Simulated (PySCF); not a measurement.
PySCF input file for Y(OH)2 (H₂O₂Y), SMILES [OH][Y][OH] (connectivity only; charge and spin as stated), neutral, multiplicity 2, TDA-B3LYP/def2-SVPD. Coordinates come from a r2SCAN-D4/def2-TZVP optimisation. The def2 effective core potentials stand for the cores of Y; spin–orbit coupling is left out. Other conformers were not sampled.

```python
import numpy as np
from pyscf import gto, scf, dft, tdscf

mol = gto.M(
    atom='''
    Y    -0.00000000    0.00000000    0.34765320
    O     0.00000000    1.71706452   -0.67441780
    H    -0.00000000    2.35772434   -1.38389496
    O     0.00000000   -1.71706453   -0.67441779
    H    -0.00000001   -2.35772435   -1.38389497
    ''',
    basis='def2-SVPD',
    ecp={'Y': 'def2-svp'},
    charge=0,
    spin=1,
    max_memory=1600,
    verbose=4,
)
mf = dft.UKS(mol, xc='b3lyp').density_fit(auxbasis='def2-universal-jkfit')
mf.grids.level = 3
mf.conv_tol = 1e-9
mf.max_cycle = 100
mf.kernel()
fine, coarse = mf.grids, dft.Grids(mol).set(level=1).build(with_non0tab=True)
for _ in range(3):  # follow internal instabilities
    mf.grids = coarse
    mo, _, stable, _ = mf.stability(return_status=True, nroots=4)
    mf.grids = fine
    if stable:
        break
    mf.kernel(mf.make_rdm1(mo, mf.mo_occ))
mf.grids = dft.Grids(mol).set(level=1).build(with_non0tab=True)  # coarser grid for the response kernel
td = tdscf.TDA(mf)
td.nstates = 10
td.conv_tol = 1e-4
td.positive_eig_threshold = 1e-6
td.kernel(x0=td.get_init_guess(mf, 15))
td.analyze(verbose=3)
```

Output:

```
PySCF version 2.14.0

[INPUT] verbose = 4
[INPUT] num. atoms = 5
[INPUT] num. electrons = 29
[INPUT] charge = 0
[INPUT] spin (= nelec alpha-beta = 2S) = 1
[INPUT] symmetry False subgroup None
[INPUT] Mole.unit = angstrom
[INPUT] Symbol           X                Y                Z      unit          X                Y                Z       unit  Magmom
[INPUT]  1 Y      0.000000000000   0.000000000000   0.347653200000 AA    0.000000000000   0.000000000000   0.656969334329 Bohr   0.0
[INPUT]  2 O      0.000000000000   1.717064520000  -0.674417800000 AA    0.000000000000   3.244781681008  -1.274464935532 Bohr   0.0
[INPUT]  3 H      0.000000000000   2.357724340000  -1.383894960000 AA    0.000000000000   4.455453279821  -2.615182459566 Bohr   0.0
[INPUT]  4 O      0.000000000000  -1.717064530000  -0.674417790000 AA    0.000000000000  -3.244781699905  -1.274464916634 Bohr   0.0
[INPUT]  5 H     -0.000000010000  -2.357724350000  -1.383894970000 AA   -0.000000018897  -4.455453298718  -2.615182478463 Bohr   0.0

nuclear repulsion = 71.4669740453873
number of shells = 38
number of NR pGTOs = 146
number of NR cGTOs = 96
basis = def2-SVPD
ecp = {'Y': 'def2-svp'}


[settings echo left out]
init E= -184.506533627851
  alpha nocc = 15  HOMO = -0.467711966997625  LUMO = -0.464150351996284
  beta  nocc = 14  HOMO = -0.673995545721732  LUMO = -0.467711966997627

WARN: HOMO -0.467711966997625 >= LUMO -0.467711966997627

cycle= 1 E= -189.449949775138  delta_E= -4.94  |g|= 0.944  |ddm|= 3.85
  alpha nocc = 15  HOMO = -0.00655860805194308  LUMO = 0.0346893883478255
  beta  nocc = 14  HOMO = -0.0964161102735488  LUMO = 0.000184828611946131
  HOMO = -0.00655860805194  LUMO = 0.000184828611946  gap/eV = 0.18350
cycle= 2 E= -189.036291193546  delta_E= 0.414  |g|= 1.44  |ddm|= 6.23
  alpha nocc = 15  HOMO = -0.0989721473986762  LUMO = -0.00634216970803041
  beta  nocc = 14  HOMO = -0.336432349993169  LUMO = -0.0661459869909464
  HOMO = -0.0989721473987  LUMO = -0.0661459869909  gap/eV = 0.89325
cycle= 3 E= -189.931382717756  delta_E= -0.895  |g|= 0.324  |ddm|= 4.96
  alpha nocc = 15  HOMO = -0.141676268467506  LUMO = -0.0410515827191842
  beta  nocc = 14  HOMO = -0.301768475333398  LUMO = -0.0904268932098553
  HOMO = -0.141676268468  LUMO = -0.0904268932099  gap/eV = 1.39457
cycle= 4 E= -189.977927169237  delta_E= -0.0465  |g|= 0.0942  |ddm|= 0.672
  alpha nocc = 15  HOMO = -0.143317099588209  LUMO = -0.0267364085667487
  beta  nocc = 14  HOMO = -0.305638405244836  LUMO = -0.0780515374915041
  HOMO = -0.143317099588  LUMO = -0.0780515374915  gap/eV = 1.77597
cycle= 5 E= -189.982745275518  delta_E= -0.00482  |g|= 0.013  |ddm|= 0.202
  alpha nocc = 15  HOMO = -0.145142318930315  LUMO = -0.0269307787863328
  beta  nocc = 14  HOMO = -0.307302919728141  LUMO = -0.0771398358472979
  HOMO = -0.14514231893  LUMO = -0.0771398358473  gap/eV = 1.85044
cycle= 6 E= -189.98302044824  delta_E= -0.000275  |g|= 0.00421  |ddm|= 0.0757
  alpha nocc = 15  HOMO = -0.146173475943069  LUMO = -0.027563954953199
  beta  nocc = 14  HOMO = -0.308496169683836  LUMO = -0.0772313260238882
  HOMO = -0.146173475943  LUMO = -0.0772313260239  gap/eV = 1.87601
cycle= 7 E= -189.983100471638  delta_E= -8e-05  |g|= 0.00203  |ddm|= 0.0494
  alpha nocc = 15  HOMO = -0.146069178673894  LUMO = -0.0273196584448442
  beta  nocc = 14  HOMO = -0.309008777898546  LUMO = -0.0769559472918822
  HOMO = -0.146069178674  LUMO = -0.0769559472919  gap/eV = 1.88067
cycle= 8 E= -189.983114599676  delta_E= -1.41e-05  |g|= 0.00066  |ddm|= 0.0213
  alpha nocc = 15  HOMO = -0.145991860148975  LUMO = -0.0272989484867384
  beta  nocc = 14  HOMO = -0.30893086092066  LUMO = -0.0770194539159768
  HOMO = -0.145991860149  LUMO = -0.077019453916  gap/eV = 1.87683
cycle= 9 E= -189.983115272532  delta_E= -6.73e-07  |g|= 0.000118  |ddm|= 0.00383
  alpha nocc = 15  HOMO = -0.146010928106016  LUMO = -0.0273452659421414
  beta  nocc = 14  HOMO = -0.308971845465486  LUMO = -0.0770673181203243
  HOMO = -0.146010928106  LUMO = -0.0770673181203  gap/eV = 1.87605
cycle= 10 E= -189.983115303828  delta_E= -3.13e-08  |g|= 3.73e-05  |ddm|= 0.00103
  alpha nocc = 15  HOMO = -0.14601739426098  LUMO = -0.0273568196490536
  beta  nocc = 14  HOMO = -0.308989394051047  LUMO = -0.0770774384517665
  HOMO = -0.146017394261  LUMO = -0.0770774384518  gap/eV = 1.87595
cycle= 11 E= -189.983115304992  delta_E= -1.16e-09  |g|= 1e-05  |ddm|= 0.000194
  alpha nocc = 15  HOMO = -0.146016752515937  LUMO = -0.027357473211683
  beta  nocc = 14  HOMO = -0.308986870403366  LUMO = -0.0770783730477511
  HOMO = -0.146016752516  LUMO = -0.0770783730478  gap/eV = 1.87591
cycle= 12 E= -189.983115305073  delta_E= -8.04e-11  |g|= 1.72e-06  |ddm|= 6.5e-05
  alpha nocc = 15  HOMO = -0.146016913117794  LUMO = -0.0273576527354223
  beta  nocc = 14  HOMO = -0.308986336281428  LUMO = -0.0770783770563455
  HOMO = -0.146016913118  LUMO = -0.0770783770563  gap/eV = 1.87591
Extra cycle  E= -189.983115305071  delta_E= 1.14e-12  |g|= 2.18e-06  |ddm|= 6.7e-06
converged SCF energy = -189.983115305071  <S^2> = 0.75031448  2S+1 = 2.0003145
tot grids = 23312
uhf_internal: lowest eigs of H = [0.1113902  0.11204067 0.18005253 0.18788865]
<class 'pyscf.df.df_jk.DFUKS'> wavefunction is stable in the internal stability analysis
tot grids = 23312
Overwritten attributes  positive_eig_threshold  of <class 'pyscf.tdscf.uks.TDA'>


******** <class 'pyscf.tdscf.uks.TDA'> for <class 'pyscf.df.df_jk.DFUKS'> ********
nstates = 10
deg_eia_thresh = 1.000e-03
wfnsym = None
conv_tol = 0.0001
eigh lindep = 1e-12
eigh level_shift = 0
eigh max_cycle = 100


Excitation energies (eV)
[1.48947484 1.50682547 2.60030461 2.74911103 3.12223749 3.32215131
 3.64006798 3.72687689 5.04441601 5.2675169 ]

** Excitation energies and oscillator strengths **
Excited State   1:      1.48947 eV    832.40 nm  f=0.0641
Excited State   2:      1.50683 eV    822.82 nm  f=0.0583
Excited State   3:      2.60030 eV    476.81 nm  f=0.1027
Excited State   4:      2.74911 eV    451.00 nm  f=0.0000
Excited State   5:      3.12224 eV    397.10 nm  f=0.2988
Excited State   6:      3.32215 eV    373.20 nm  f=0.0366
Excited State   7:      3.64007 eV    340.61 nm  f=0.1412
Excited State   8:      3.72688 eV    332.68 nm  f=0.0490
Excited State   9:      5.04442 eV    245.79 nm  f=0.0052
Excited State  10:      5.26752 eV    235.38 nm  f=0.0217
```

Self-consistency was reached.

Cost: around 40 core-seconds (rough).
